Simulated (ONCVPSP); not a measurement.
**Bi: excitation energies, all-electron against ONCV**

ONCVPSP 4.0.1 input, shortened (lines: element, Z, core and valence counts, functional; n l f; lmax; l rc ep ncon nbas qcut; lloc lpopt rc5 dvloc0; l nproj debl; icmod fcfact rcfact), revPBE, scalar-relativistic:

```
  Bi 83.00   10    5  -102130      upf
    1    0    2.00
    2    0    2.00
    2    1    6.00
    3    0    2.00
    3    1    6.00
    3    2   10.00
    4    0    2.00
    4    1    6.00
    4    2   10.00
    4    3   14.00
    5    0    2.00
    5    1    6.00
    5    2   10.00
    6    0    2.00
    6    1    3.00
    2
    0    1.55    0.00    5   10    9.80
    1    1.30    0.00    4    7    8.80
    2    1.40    0.00    4    9   10.70
    4    2    1.05    2.00
    0    2    0.30
    1    2    4.00
    2    3    3.60
    3    3.50    1.60
```

Energies are relative to the spin-unpolarised reference configuration 5s2 5p6 5d10 6s2 6p3; without spin polarisation the order of configurations can differ from experiment.

```csv
valence configuration,charge,ΔE all-electron (eV),error AE − PS (meV)
5s2 5p6 5d10 6s2 6p0,+3,46.198,-23
5s2 5p6 5d10 6s1 6p0,+4,91.447,-55
```

What are ΔE and the potential's error for 5s2 5p6 5d10 6s2 6p2?

ΔE = 7.842 eV all-electron; the error (AE − PS) is -3.1 meV.

What are ΔE and the potential's error for 5s2 5p6 5d10 6s2 6p1?

ΔE = 22.990 eV all-electron; the error (AE − PS) is -10 meV.

Note: ghosts flagged at negative energy: s at -261.1 eV; no localised positive-energy state flagged. A true bound ghost makes a file unfit for plane-wave use.
